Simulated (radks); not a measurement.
The germanium anion Ge4-, [Kr], held by a Watson sphere: a shell of charge +4 at radius R that stands for the Madelung well of a crystal (potential energy -4/R inside, -4/r outside, in hartree with lengths in bohr). Calculated with a radial shooting solver on a logarithmic mesh with Libxc functionals: scalar-relativistic Kohn-Sham, LDA (Slater exchange, VWN5 correlation), spin-polarised, spherical densities, finite nucleus; Fermi nuclear charge, rms radius of each element as measured or else 0.836 A^(1/3) + 0.57 fm. Response by self-consistent Sternheimer equations with the Hartree and adiabatic LDA kernel, the relativistic mass of each level held fixed and spin-orbit coupling left out. The sphere does not respond.

| R (bohr) | e(3d) (eV) | e(4s) (eV) | e(4p) (eV) | <r> 4p (bohr) | sum of <r^2> (bohr^2) | X-ray form factor at sin(theta)/lambda = 0.3 1/angstrom | alpha (bohr^3) |
|---|---|---|---|---|---|---|---|
| 2.65 | -28.094 | -14.040 | -6.747 | 2.773 | 75.81 | 21.792 | 54.70 |
| 3.08 | -27.271 | -12.648 | -5.941 | 3.014 | 86.59 | 21.887 | 76.97 |
| 3.09 | -27.258 | -12.620 | -5.923 | 3.019 | 86.86 | 21.889 | 77.58 |
| 4.17 | -26.572 | -10.435 | -4.356 | 3.641 | 118.1 | 22.029 | 177.1 |
| 4.22 | -26.559 | -10.369 | -4.299 | 3.670 | 119.7 | 22.031 | 183.6 |
| 4.92 | -26.455 | -9.679 | -3.628 | 4.085 | 143.7 | 22.046 | 297.2 |
